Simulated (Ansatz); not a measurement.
The same atomization along the group B, Al, Ga.

Gas-phase electronic energies from Ansatz, PBE0-D4/def2-TZVP geometries. CCSD(T)/CBS is the MP2 limit (def2-TZVPP, def2-QZVPP) plus CCSD(T) − MP2 in def2-TZVPP, frozen cores. This one scheme is used for every species, atoms too. Open shells (•) are unrestricted, without spin–orbit coupling. Spin–orbit coupling would lower the free atoms: a little for Al, B, O, Si; clearly for Ga. For Ga outer-core shells are correlated without core-valence functions, so the limit isn't a true one: a few kJ/mol of doubt a bond, and 10 to 20 or more in all where bonds break to atoms. Scalar relativity is left out up to krypton. Each species was taken in one conformer, which may not be the lowest.

```tsv
reaction	CCSD(T)/CBS(def2) (kJ/mol)
`NB[SiH2]O` → B• + 6 H• + N• + O• + Si•	3534
`[NH2][AlH][SiH2]O` → Al• + 6 H• + N• + O• + Si•	3226
`[NH2][GaH][SiH2]O` → Ga• + 6 H• + N• + O• + Si•	?
```

**Question.** Fill in the missing values. (An estimate is asked.)

**Answer.** The calculation gave: `[NH2][GaH][SiH2]O` → Ga• + 6 H• + N• + O• + Si•: +3140.9 kJ/mol.

Largest T1 diagnostic: 0.018, for Al•.

For atomizations the MP2-based limit and the directly extrapolated one differ by several kJ/mol either way, and by 10 to 25 for some Ge, Se and Sn compounds, so smaller differences from it don't rank the levels.
